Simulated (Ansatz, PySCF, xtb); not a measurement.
Energy difference R1 + R2 → P1, each structure at its B3LYP-D3(BJ)/def2-TZVP stationary point, reached from a drawn start (curvature not checked).
P1, CH4O2 (SMILES OCO) (charge 0, multiplicity 1):
```xyz
7

O     -1.045     0.559     0.316
C     -0.089    -0.403    -0.056
O      1.199     0.140    -0.218
H     -1.101     1.217    -0.387
H     -0.326    -0.864    -1.018
H     -0.118    -1.156     0.735
H      1.480     0.507     0.629
```
R1: CH2O (SMILES C=O), charge 0, multiplicity 1.
R2: H2O (SMILES O), charge 0, multiplicity 1.

```json
[
 {"level": "GFN1-xTB", "reaction energy (kJ/mol)": "-140.1", "minus CCSD(T)/CBS(aug-cc-pVTZ, aug-cc-pVQZ)": "-79.3"},
 {"level": "GFN2-xTB", "reaction energy (kJ/mol)": "-135.6", "minus CCSD(T)/CBS(aug-cc-pVTZ, aug-cc-pVQZ)": "-74.7"},
 {"level": "HF/aug-cc-pVDZ", "reaction energy (kJ/mol)": "-48.0", "minus CCSD(T)/CBS(aug-cc-pVTZ, aug-cc-pVQZ)": "12.8"},
 {"level": "HF/aug-cc-pVTZ", "reaction energy (kJ/mol)": "-47.1", "minus CCSD(T)/CBS(aug-cc-pVTZ, aug-cc-pVQZ)": "13.7"},
 {"level": "HF/aug-cc-pVQZ", "reaction energy (kJ/mol)": "-46.0", "minus CCSD(T)/CBS(aug-cc-pVTZ, aug-cc-pVQZ)": "14.8"},
 {"level": "PBE/def2-TZVPPD", "reaction energy (kJ/mol)": "-62.3", "minus CCSD(T)/CBS(aug-cc-pVTZ, aug-cc-pVQZ)": "-1.5"},
 {"level": "PBE-D3(BJ)/def2-TZVPPD", "reaction energy (kJ/mol)": "-65.8", "minus CCSD(T)/CBS(aug-cc-pVTZ, aug-cc-pVQZ)": "-5.0"},
 {"level": "PBE-D4/def2-TZVPPD", "reaction energy (kJ/mol)": "-65.8", "minus CCSD(T)/CBS(aug-cc-pVTZ, aug-cc-pVQZ)": "-4.9"},
 {"level": "BLYP/def2-TZVPPD", "reaction energy (kJ/mol)": "-35.5", "minus CCSD(T)/CBS(aug-cc-pVTZ, aug-cc-pVQZ)": "25.3"},
 {"level": "BLYP-D3(BJ)/def2-TZVPPD", "reaction energy (kJ/mol)": "-42.6", "minus CCSD(T)/CBS(aug-cc-pVTZ, aug-cc-pVQZ)": "18.3"},
 {"level": "BLYP-D4/def2-TZVPPD", "reaction energy (kJ/mol)": "-43.6", "minus CCSD(T)/CBS(aug-cc-pVTZ, aug-cc-pVQZ)": "17.2"},
 {"level": "revPBE/def2-TZVPPD", "reaction energy (kJ/mol)": "-42.0", "minus CCSD(T)/CBS(aug-cc-pVTZ, aug-cc-pVQZ)": "18.8"},
 {"level": "revPBE-D3(BJ)/def2-TZVPPD", "reaction energy (kJ/mol)": "-51.3", "minus CCSD(T)/CBS(aug-cc-pVTZ, aug-cc-pVQZ)": "9.5"},
 {"level": "revPBE-D4/def2-TZVPPD", "reaction energy (kJ/mol)": "-55.6", "minus CCSD(T)/CBS(aug-cc-pVTZ, aug-cc-pVQZ)": "5.2"},
 {"level": "r2SCAN/def2-TZVPPD", "reaction energy (kJ/mol)": "-69.9", "minus CCSD(T)/CBS(aug-cc-pVTZ, aug-cc-pVQZ)": "-9.1"},
 {"level": "r2SCAN-D3(BJ)/def2-TZVPPD", "reaction energy (kJ/mol)": "-70.8", "minus CCSD(T)/CBS(aug-cc-pVTZ, aug-cc-pVQZ)": "-10.0"},
 {"level": "r2SCAN-D4/def2-TZVPPD", "reaction energy (kJ/mol)": "-70.8", "minus CCSD(T)/CBS(aug-cc-pVTZ, aug-cc-pVQZ)": "-9.9"},
 {"level": "B97M-V/def2-TZVPPD", "reaction energy (kJ/mol)": "-60.8", "minus CCSD(T)/CBS(aug-cc-pVTZ, aug-cc-pVQZ)": "0.1"},
 {"level": "B3LYP/def2-TZVPPD", "reaction energy (kJ/mol)": "-50.2", "minus CCSD(T)/CBS(aug-cc-pVTZ, aug-cc-pVQZ)": "10.7"},
 {"level": "B3LYP-D3(BJ)/def2-TZVPPD", "reaction energy (kJ/mol)": "-55.9", "minus CCSD(T)/CBS(aug-cc-pVTZ, aug-cc-pVQZ)": "5.0"},
 {"level": "B3LYP-D4/def2-TZVPPD", "reaction energy (kJ/mol)": "-55.7", "minus CCSD(T)/CBS(aug-cc-pVTZ, aug-cc-pVQZ)": "5.1"},
 {"level": "PBE0/def2-TZVPPD", "reaction energy (kJ/mol)": "-72.8", "minus CCSD(T)/CBS(aug-cc-pVTZ, aug-cc-pVQZ)": "-12.0"},
 {"level": "PBE0-D3(BJ)/def2-TZVPPD", "reaction energy (kJ/mol)": "-75.7", "minus CCSD(T)/CBS(aug-cc-pVTZ, aug-cc-pVQZ)": "-14.8"},
 {"level": "PBE0-D4/def2-TZVPPD", "reaction energy (kJ/mol)": "-75.7", "minus CCSD(T)/CBS(aug-cc-pVTZ, aug-cc-pVQZ)": "-14.8"},
 {"level": "BHLYP-D4/def2-TZVPPD", "reaction energy (kJ/mol)": "-67.2", "minus CCSD(T)/CBS(aug-cc-pVTZ, aug-cc-pVQZ)": "-6.3"},
 {"level": "M06-2X/def2-TZVPPD", "reaction energy (kJ/mol)": "-73.8", "minus CCSD(T)/CBS(aug-cc-pVTZ, aug-cc-pVQZ)": "-13.0"},
 {"level": "CAM-B3LYP/def2-TZVPPD", "reaction energy (kJ/mol)": "-65.1", "minus CCSD(T)/CBS(aug-cc-pVTZ, aug-cc-pVQZ)": "-4.2"},
 {"level": "CAM-B3LYP-D3(BJ)/def2-TZVPPD", "reaction energy (kJ/mol)": "-67.4", "minus CCSD(T)/CBS(aug-cc-pVTZ, aug-cc-pVQZ)": "-6.6"},
 {"level": "CAM-B3LYP-D4/def2-TZVPPD", "reaction energy (kJ/mol)": "-67.9", "minus CCSD(T)/CBS(aug-cc-pVTZ, aug-cc-pVQZ)": "-7.0"},
 {"level": "B2PLYP-D3(BJ)/def2-TZVPPD", "reaction energy (kJ/mol)": "-55.0", "minus CCSD(T)/CBS(aug-cc-pVTZ, aug-cc-pVQZ)": "5.8"},
 {"level": "B2PLYP-D4/def2-TZVPPD", "reaction energy (kJ/mol)": "-55.0", "minus CCSD(T)/CBS(aug-cc-pVTZ, aug-cc-pVQZ)": "5.8"},
 {"level": "MP2/aug-cc-pVDZ", "reaction energy (kJ/mol)": "-54.8", "minus CCSD(T)/CBS(aug-cc-pVTZ, aug-cc-pVQZ)": "6.1"},
 {"level": "MP2/aug-cc-pVQZ", "reaction energy (kJ/mol)": "-60.3", "minus CCSD(T)/CBS(aug-cc-pVTZ, aug-cc-pVQZ)": "0.6"},
 {"level": "MP2/CBS(aug-cc-pVTZ, aug-cc-pVQZ)", "reaction energy (kJ/mol)": "-61.1", "minus CCSD(T)/CBS(aug-cc-pVTZ, aug-cc-pVQZ)": "-0.3"},
 {"level": "SCS-MP2/aug-cc-pVTZ", "reaction energy (kJ/mol)": "-52.8", "minus CCSD(T)/CBS(aug-cc-pVTZ, aug-cc-pVQZ)": "8.1"},
 {"level": "SCS-MP2/aug-cc-pVQZ", "reaction energy (kJ/mol)": "-52.5", "minus CCSD(T)/CBS(aug-cc-pVTZ, aug-cc-pVQZ)": "8.3"},
 {"level": "CCSD/aug-cc-pVQZ", "reaction energy (kJ/mol)": "-60.4", "minus CCSD(T)/CBS(aug-cc-pVTZ, aug-cc-pVQZ)": "0.5"},
 {"level": "CCSD(T)/aug-cc-pVDZ", "reaction energy (kJ/mol)": "-54.0", "minus CCSD(T)/CBS(aug-cc-pVTZ, aug-cc-pVQZ)": "6.8"},
 {"level": "CCSD(T)/aug-cc-pVTZ", "reaction energy (kJ/mol)": "-59.7", "minus CCSD(T)/CBS(aug-cc-pVTZ, aug-cc-pVQZ)": "1.2"},
 {"level": "CCSD(T)/CBS(aug-cc-pVTZ, aug-cc-pVQZ)", "reaction energy (kJ/mol)": "-60.8", "minus CCSD(T)/CBS(aug-cc-pVTZ, aug-cc-pVQZ)": "0.0"}
]
```

 The comparison column counts from a level with limits of its own.

P less R. No zero-point or thermal terms.

Correlated levels freeze the cores. CBS(a, b) extrapolates the correlation energy as X⁻³ and adds the Hartree–Fock energy of set b.

The values were computed with Ansatz (a quantum-chemistry and plane-wave program) with Gaussian orbitals; PySCF for M06-2X and the D3/D4 terms; xtb for the GFN methods. All values are computed, each at the level named.
